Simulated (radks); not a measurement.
Results of a calculation; reference values are marked as such.
Ionisation of neutral samarium, [Xe] 4f6 6s2, to Sm+, [Xe] 4f6 6s1, under several functionals. Scalar-relativistic Kohn-Sham, spin-polarised, spherical densities, finite nucleus; open shells are filled with parallel spins first (spin-orbit coupling, left out, can overturn this in heavy ions); a radial shooting solver on a logarithmic mesh with Libxc functionals. Known Delta-SCF values: exchange-only r2SCAN 4.441 eV; PBE 5.561 eV; PW91 5.594 eV. What does OLYP give, and what is its highest occupied eigenvalue?

Answer. 5.387 eV by Delta-SCF; the 6s eigenvalue is -3.145 eV. NIST: 5.644 eV (measured).
